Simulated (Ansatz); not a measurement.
Mulliken charges of `[NH2][Ge][OH]` from PBE/def2-TZVPP in Ansatz (PBE0-D4/def2-TZVP geometry).

```
atom   x (Å)   y (Å)   z (Å)  charge (e)
  N1  -0.778   0.052  -0.569      -0.414
 Ge2   0.575  -1.156  -0.336       0.359
  O3   1.505  -0.310   0.943      -0.394
  H4  -1.512  -0.113  -1.239       0.153
  H5  -0.905   0.928  -0.083       0.136
  H6   1.157   0.535   1.238       0.160
```

Question: By hand: the dipole of these point charges (1 e Å = 4.8032 D).

Answer: Σ q r = (-0.234, -0.120, -0.259) e Å, of length 0.369 e Å = 1.77 D.

Question: How does the dipole of the full density compare? (Estimate.)

Answer: Ansatz gave: (-0.420, 0.323, -0.107) e Å, 2.60 D; the point charges give 0.68 times that, at 64° from its direction.

Point charges leave out the atoms' own dipoles, such as those of lone pairs, and Mulliken's split depends on the basis, so the two needn't agree.
